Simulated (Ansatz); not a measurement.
Start from `[SiH3][O][Sn]([Cl])([O][SiH3])[O][SiH3]` and change one atom or group to get `[F][Sn]([O][SiH3])([O][SiH3])[O][SiH3]`.

Ansatz, PBE0-D4/def2-TZVP geometries, multiplicity 1. Each molecule was computed in one conformer, which needn't be the lowest.

Elements past krypton have def2 core potentials.

| property | `[SiH3][O][Sn]([Cl])([O][SiH3])[O][SiH3]` |
| --- | --- |
| LUMO energy (PBE0/def2-TZVPP) / eV | -2.39 |
| LUMO energy (B3LYP/def2-TZVPP) / eV | -2.69 |
| HOMO energy (PBE0/def2-TZVPP) / eV | -8.97 |
| LUMO energy (ωB97M-V/def2-TZVPP) / eV | -0.41 |
| HOMO–LUMO gap (ωB97M-V/def2-TZVPP) / eV | 10.86 |
| size of the dipole moment (B3LYP/def2-TZVPP) / D | 0.40 |

(1) What does the change do to each property? (An estimate is asked.)

Answers

(1) Ansatz gave: 
```tsv
property	`[F][Sn]([O][SiH3])([O][SiH3])[O][SiH3]`	shift
LUMO energy (PBE0/def2-TZVPP) / eV	-2.41	-0.02
LUMO energy (B3LYP/def2-TZVPP) / eV	-2.72	-0.03
HOMO energy (PBE0/def2-TZVPP) / eV	-9.05	-0.08
LUMO energy (ωB97M-V/def2-TZVPP) / eV	-0.43	-0.02
HOMO–LUMO gap (ωB97M-V/def2-TZVPP) / eV	10.93	0.07
size of the dipole moment (B3LYP/def2-TZVPP) / D	1.23	0.83
```

Dipoles are sizes alone; their direction can turn.

B3LYP here is the variant with VWN-RPA as its local correlation; programs differ in this.
